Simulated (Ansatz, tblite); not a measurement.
Spin states of Si9⁺ (the lowest doublet isomer of a short search), each relaxed with PBE-D4/def2-SVP in Ansatz. Electronic energies in the gas phase.

The xTB rows come from tblite. The structure comes from a short search, and lower isomers may exist.

Doublet geometry:

```xyz
9

Si   -0.844   -1.203   -1.568
Si   -2.452    1.649    1.814
Si    1.612   -1.488   -0.820
Si    0.630    0.799   -0.646
Si   -0.107    1.235    1.651
Si   -0.112   -1.346    0.952
Si    1.063   -0.047   -2.806
Si    1.973    0.031    1.416
Si   -1.762    0.370    0.006
```

Quartet geometry (C2 within 0.1 Å):

```xyz
9

Si   -0.527    1.888   -0.583
Si   -0.853   -0.115    2.858
Si   -0.870   -0.318   -1.990
Si    1.227   -0.092   -0.566
Si    0.804   -1.354    1.531
Si   -1.242   -0.280    0.466
Si    0.908    1.286   -2.539
Si   -0.103   -2.305   -0.627
Si    0.656    1.289    1.451
```

⟨S²⟩: doublet 0.80 at PBE0-D4/def2-TZVP (pure 0.75), quartet 3.79 at PBE0-D4/def2-TZVP (pure 3.75).

Run but left out: HF/STO-3G, HF/def2-SVP, HF/def2-TZVP, MP2/def2-SVP, CCSD/def2-SVP, CCSD(T)/def2-SVP (doublet: ⟨S²⟩ 1.73 to 1.85, where a pure state has 0.75).

Only these spin states were relaxed. The quartet has other bonds than the doublet, so the gap mixes isomer and spin.

Q: Estimate which spin state lies lowest at each of these levels, and by how much: GFN1-xTB; GFN2-xTB; PBE-D4/def2-TZVP; r2SCAN-D4/def2-TZVP; PBE0-D4/def2-TZVP; r2SCAN0-D4/def2-TZVP.

A: 
| level | quartet − doublet (kJ/mol) | lowest of these | remarks |
| --- | --- | --- | --- |
| GFN1-xTB | 18.1 | doublet | – |
| GFN2-xTB | 68.2 | doublet | – |
| PBE-D4/def2-TZVP | -4.7 | quartet | – |
| r2SCAN-D4/def2-TZVP | -14.7 | quartet | – |
| PBE0-D4/def2-TZVP | -16.0 | quartet | – |
| r2SCAN0-D4/def2-TZVP | -23.7 | quartet | spin-contaminated (⟨S²⟩ 0.99) (doublet) |

Change of the quartet − doublet gap on mixing in exact exchange, in kJ/mol: PBE to PBE0 (25 % exact exchange) -11.3; r2SCAN to r2SCAN0 (25 % exact exchange) -9.0. The xTB methods have no spin-polarisation term.
